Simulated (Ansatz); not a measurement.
Stepwise reaction of `[SiH3][SiH2][GeH2][SiH2][SiH3]` with water, as a gas-phase model of exchange steps in deposition or etching. ΔE in kJ/mol.

Calculated with Ansatz (gas phase, PBE0-D4/def2-TZVP geometries, no zero-point term in ΔE). CCSD(T)/CBS is the MP2 limit (def2-TZVPP, def2-QZVPP) plus CCSD(T) − MP2 in def2-TZVPP, frozen cores. This one scheme is used for every species. Functionals use def2-TZVPP. B3LYP here is the variant with VWN-RPA as its local correlation; programs differ in this. For Ge outer-core shells are correlated without core-valence functions, which leaves a few kJ/mol of doubt a bond. Scalar relativity is left out up to krypton. One conformer a species, not always the lowest.

| step | reaction | PBE-D4 | B3LYP-D4 | ωB97M-V | CCSD(T)/CBS |
| --- | --- | --- | --- | --- | --- |
| 2 | `[OH][GeH2][SiH2][SiH3]` + H₂O → `[OH][GeH2][OH]` + `[SiH3][SiH3]` | -7.9 | -21.1 | -25.3 | -19.3 |

**Question.** Give the row of step 1, `[SiH3][SiH2][GeH2][SiH2][SiH3]` + H₂O → `[OH][GeH2][SiH2][SiH3]` + `[SiH3][SiH3]`. (Estimate.)

**Answer.** Computed: 
```tsv
step	reaction	PBE-D4	B3LYP-D4	ωB97M-V	CCSD(T)/CBS
1	`[SiH3][SiH2][GeH2][SiH2][SiH3]` + H₂O → `[OH][GeH2][SiH2][SiH3]` + `[SiH3][SiH3]`	26.8	14.7	13.5	22.0
```

**Question.** By hand: ΔE of the 2 steps together at CCSD(T)/CBS.

**Answer.** (22.0) + (-19.3) = 2.7 kJ/mol, or 1.3 kJ/mol a step.

In ΔE each step is lower than the one before. PBE-D4 differs from CCSD(T)/CBS by 4.8 to 11.4 kJ/mol a step. Isolated molecules leave out the surface, adducts and barriers. Largest T1 diagnostic: 0.013.
